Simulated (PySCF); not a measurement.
## UHF on V²⁺ (vanadium, charge +2)

Configuration: [Ar] 3d2 4s1, 4s spin antiparallel (an excited configuration). Calculation: PySCF 2.14, in def2-QZVPPD (11s6p5d3f2g, 93 functions); no relativity, point nucleus.

```
Total energy                                     : -941.971401 hartree
One-electron energy                              : -1275.0949 hartree
Hartree (Coulomb) energy                         : 376.7589 hartree
Exchange energy                                  : -43.6354 hartree
Kinetic energy                                   : 941.82694 hartree
⟨S²⟩                                             : 1.7531
⟨L²⟩                                             : 12.037
Sum of ⟨r⟩                                       : 15.46 bohr
Sum of ⟨r²⟩                                      : 22.16 bohr²
Density at the nucleus (Gaussians lack the cusp) : 8120 bohr⁻³
Spin density at the nucleus                      : -5.48 bohr⁻³
Langevin diamagnetic susceptibility              : -17.6 ×10⁻⁶ cm³/mol
```

```
shell  electrons  mean orbital energy (eV)  rms radius, mean of both spins (bohr)
 1s β          1                   -5507.6                                 0.0776
 1s α          1                   -5507.5                                 0.0776
 2s α          1                   -675.23                                  0.335
 2s β          1                   -674.11                                  0.335
 2p α          3                   -570.41                                  0.304
 2p β          3                   -569.14                                  0.304
 3s α          1                   -111.97                                   1.01
 3s β          1                   -108.18                                   1.01
 3p α          3                   -80.453                                   1.09
 3p β          3                   -75.415                                   1.09
 3d α          2                   -37.115                                   1.29
 4s β          1                   -22.515                                   2.98
```

With the s spin flipped the determinant is a mixture of two multiplicities, not a spectroscopic state.

Spin-orbit constants ζ (cm⁻¹) from the X2C one-electron operator on these orbitals (non-relativistic here): bare nucleus, nucleus screened by l(l+1)(2l+1)/3 electrons, and screened by the Breit-Pauli mean field of the electrons.

```csv
shell,bare,screened nucleus,mean field
2p,39520,36080,34480
3p,4568,4170,3956
3d,425.9,240.7,213.5
```
